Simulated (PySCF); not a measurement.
The numbers below are computed, except where a source is named.
**Si4H12N3**

Si4H12N3 is a small molecule (built as: Si site whose three back bonds go to NHSiH3, NHSiH3, NHSiH3), neutral, doublet. The structure, one conformer, was relaxed in the gas phase by PBE0-D3(BJ)/def2-SVP. No frequency run checks that it is a minimum.

SMILES: [SiH3]N[Si](N[SiH3])N[SiH3]

```
atom   x (Å)   y (Å)   z (Å)
 Si1  -0.392  -0.540  -1.352
  N2   0.227   1.081  -1.511
 Si3  -0.343   2.439  -0.561
  N4   0.864  -1.475  -0.586
 Si5   2.375  -0.796  -0.015
  N6  -1.709  -0.457  -0.214
 Si7  -1.643  -1.118   1.408
  H8   0.854   1.295  -2.281
  H9  -1.781   2.768  -0.813
 H10  -0.174   2.198   0.902
 H11   0.480   3.620  -0.965
 H12   0.793  -2.489  -0.591
 H13   2.151   0.272   1.002
 H14   3.140  -1.919   0.609
 H15   3.212  -0.220  -1.115
 H16  -2.618  -0.141  -0.539
 H17  -0.539  -0.509   2.207
 H18  -2.952  -0.799   2.054
 H19  -1.466  -2.604   1.429
```

EPR values by unrestricted B3LYP, IGLO-III on N Si, pcH-1 on H.

Task: Predict g and the largest hyperfine couplings. Where does the spin sit?

Result: g = 2.0017, 2.0017, 2.0024. The spin sits on Si1 (78 %, bonded to 3 N) by Mulliken populations.
```tsv
atom	isotope	isotropic (MHz)	dipolar, principal values (MHz)
Si1	29Si	-797.3	-118.6, 59.3, 59.3
N2	14N	26.3	-4.5, -4.1, 8.6
N4	14N	26.1	-4.5, -4.1, 8.6
N6	14N	26.1	-4.5, -4.1, 8.6
H12	1H	-5.6	-7.2, -3.2, 10.5
H16	1H	-5.6	-7.2, -3.2, 10.5
```

Task: How do the isotropic couplings move with BHandHLYP?

Result: Si1 -797.3 to -836.4 MHz, N2 26.3 to 26.8 MHz, N4 26.1 to 26.7 MHz, N6 26.1 to 26.6 MHz.

The 2 runs behind this took 6 min in all, one thread each of AMD EPYC 7R43 64-Core on a shared host, launched as `OMP_NUM_THREADS=1 python cluster_run.py task.json out`.
